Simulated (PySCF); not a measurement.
How methods differ on the excitation energy of Cu(2+)

Cu(2+) [Ar] 3d9 (2D) → Cu(2+) [Ar] 3d8 4s1 (4F), as a difference of total energies. Calculation: PySCF 2.14, in x2c-TZVPPall with one added diffuse shell each of s, p, d, f type (7s6p5d3f1g, 80 functions); the spin-free X2C one-electron Hamiltonian (Gaussian nucleus). Correlated levels: valence and next inner shell: [Ne] frozen. The calculations carry no spin-orbit coupling.

```tsv
method	excitation energy (eV)
UHF	6.170
MP2 (valence and next inner shell)	8.570
SCS-MP2 (valence and next inner shell)	8.360
CCSD (valence and next inner shell)	7.802
CCSD(T) (valence and next inner shell)	7.855
```

**Question.** How much does correlation contribute at CCSD(T) (valence and next inner shell)?

**Answer.** 7.855 − (6.170) = 1.685 eV, measured against UHF.
